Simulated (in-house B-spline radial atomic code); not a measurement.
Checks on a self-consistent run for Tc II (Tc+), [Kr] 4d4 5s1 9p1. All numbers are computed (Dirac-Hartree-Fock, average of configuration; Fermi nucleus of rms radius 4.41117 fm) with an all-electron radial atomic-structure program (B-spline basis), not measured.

```tsv
orbital	q	ε (Eh)	<1/r>	<r²>	small-component weight
1s1/2	2	-778.90130	44.7105	0.00158561	0.024645
2s1/2	2	-114.60437	10.228	0.0262209	0.0051005
2p1/2	2	-105.37290	10.1687	0.0198618	0.0050742
2p3/2	4	-101.00103	9.66357	0.0212056	0.004903
3s1/2	2	-21.80883	3.5274	0.194844	0.0013842
3p1/2	2	-18.20720	3.41915	0.192826	0.0013234
3p3/2	4	-17.44941	3.30061	0.202277	0.00128
3d3/2	4	-11.12030	3.10248	0.187715	0.0011537
3d5/2	6	-10.97659	3.0713	0.19079	0.0011404
4s1/2	2	-4.02268	1.28028	1.26531	0.00030549
4p1/2	2	-2.84965	1.16577	1.50298	0.00026166
4p3/2	4	-2.73338	1.13329	1.57349	0.00025188
4d3/2	1.6	-1.13689	0.853715	2.78025	0.00015308
4d5/2	2.4	-1.12533	0.845359	2.82874	0.00015058
5s1/2	1	-0.78679	0.445288	9.1225	4.7956e-05
9p1/2	0.33333	-0.04870	0.0455602	1032.83	1.7656e-06
9p3/2	0.66667	-0.04840	0.0452339	1046.04	1.7446e-06
```

Electron-electron repulsion V_ee = 1591.2955 hartree.

What total energy follows from the eigenvalues?

The eigenvalues count the repulsion twice, so E = Σqε - V_ee = -2691.965 - 1591.295 = -4283.260 hartree; the run printed -4283.260.

Does the Dirac virial theorem hold?

For a point nucleus E = -2c²Σq·w, with w the small-component weight. Here Σq·w = 0.11404 and c = 137.0360, so the ratio E/(-2c²Σq·w) is 1.000029; the finite nucleus accounts for the departure from 1.

What diamagnetic shielding (Lamb formula) and susceptibility (Langevin formula) do the radii give?

σ = (α²/3)Σq<1/r> = 240.113/(3·137.036²) = 4262.1 ppm, and χ = -0.79199×10⁻⁶·Σq<r²> = -853.4×10⁻⁶ cm³/mol with Σq<r²> = 1077.5 bohr². Both are non-relativistic formulas without the paramagnetism of open shells.
